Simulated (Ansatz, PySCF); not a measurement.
Gas-phase reaction 2 R1 → P1 + P2, each structure at its B3LYP-D3(BJ)/def2-TZVP stationary point, reached from a drawn start (curvature not checked).
P1, BCl3 (SMILES ClB(Cl)Cl) (charge 0, multiplicity 1):
```xyz
4

B      0.0000     0.0000     0.0000
Cl     1.7452     0.0000     0.0000
Cl    -0.8726     1.5114     0.0000
Cl    -0.8726    -1.5114     0.0000
```
R1: BCl2 (SMILES Cl[B]Cl), charge 0, multiplicity 2.
P2: BCl (SMILES [B]Cl), charge 0, multiplicity 1.

P less R. No zero-point or thermal terms; singlets are restricted closed shells; open shells are unrestricted.

Frozen-core correlation throughout.

Run with Ansatz (a quantum-chemistry and plane-wave program) with Gaussian orbitals; PySCF for the D3/D4 terms. All values are computed, each at the level named.

| level | reaction energy (kJ/mol) |
|---|---|
| HF/cc-pV(Q+d)Z | -80.3 |
| SVWN5/def2-TZVPP | -139.1 |
| r2SCAN-D3(BJ)/def2-TZVPP | -102.6 |
| B3LYP/def2-TZVPP | -133.5 |
| CAM-B3LYP-D4/def2-TZVPP | -137.2 |
| MP2/cc-pV(D+d)Z | -151.4 |
| SCS-MP2/cc-pV(T+d)Z | -166.6 |
| CCSD(T)/cc-pV(D+d)Z | ___ |
| CCSD(T)/cc-pV(Q+d)Z | ___ |

Q: Some entries are withheld; supply them.

A: 
- CCSD(T)/cc-pV(D+d)Z, reaction energy (kJ/mol): -171.6
- CCSD(T)/cc-pV(Q+d)Z, reaction energy (kJ/mol): -167.8
